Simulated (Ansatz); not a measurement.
Geometry optimisation, Ansatz 0.2.0, UKS r2SCAN/def2-SVP.

The input (input.yaml):

```yaml
crystal:
  periodic: [false, false, false]
  atoms:
    - { symbol: B, position_ang: [0.025533, -0.217993, -0.060086] }
    - { symbol: H, position_ang: [-0.215717, 0.084245, 1.07653] }
    - { symbol: O, position_ang: [1.325582, -0.227888, -0.446748] }
    - { symbol: H, position_ang: [1.415741, -0.494511, -1.372729] }
    - { symbol: O, position_ang: [-0.936109, -0.563482, -0.966795] }
    - { symbol: H, position_ang: [-1.825307, -0.526279, -0.59732] }
    - { symbol: C, position_ang: [-0.000875, 0.0371, 3.383632] }
    - { symbol: H, position_ang: [-0.663838, -0.822089, 3.48897] }
    - { symbol: H, position_ang: [1.05818, -0.115151, 3.176499] }
    - { symbol: H, position_ang: [-0.39299, 1.047349, 3.503148] }
magnetization:
  spin_polarized: true
  initial_magnetization: 1
basis:
  gaussian: { orbitals: def2-SVP }
hamiltonian:
  xc: r2scan
relax:
  f_tol: 0.03
  max_steps: 50
```

Command:

```bash
$ ansatz run input.yaml --threads 4 --pin off --max-ram 5120MiB --backend cpu --events-out ev --progress --plain --runs-dir out
```

Q: Where does it end, and by what steps?

A: The forces met the threshold. The force dipped under the threshold on the way, but the program's further checks kept it going. After 45 steps the energy has fallen by 0.127 eV; H2 moved furthest, 1.68 Å.

```csv
step,energy less start (eV),largest force component (eV/Å),accepted
0,0.0000,0.297,yes
2,-0.0134,0.178,yes
4,-0.0534,0.198,yes
6,-0.0565,0.097,yes
8,-0.0567,0.247,no
10,-0.0667,0.037,yes
12,-0.0693,0.141,yes
14,-0.0715,0.073,yes
16,-0.0734,0.275,no
18,-0.0783,0.160,yes
20,-0.0854,0.180,yes
22,-0.0993,0.262,yes
24,-0.1072,0.099,yes
26,-0.1104,0.077,yes
28,-0.1167,0.070,yes
30,-0.1209,0.097,yes
32,-0.1227,0.116,yes
34,-0.1247,0.029,yes
36,-0.1252,0.083,yes
38,-0.1264,0.042,yes
40,-0.1266,0.082,yes
42,-0.1268,0.044,yes
44,-0.1272,0.011,yes
45,-0.1273,0.027,yes
```

```xyz
10
Properties=species:S:1:pos:R:3
B -0.093 0.159 -0.247
H -0.519 1.275 -0.063
O 1.244 -0.041 -0.108
H 1.479 -0.964 -0.277
O -0.888 -0.892 -0.597
H -1.818 -0.649 -0.670
C 0.095 -0.173 3.284
H -0.114 -1.142 3.739
H 0.791 -0.094 2.446
H -0.387 0.722 3.678
```

Whether the end is a true minimum wasn't checked by a vibrational analysis.

Time of the run: 79 s on 4 threads of Arm Neoverse V1, with other jobs on the host, peak memory 0.19 GiB.
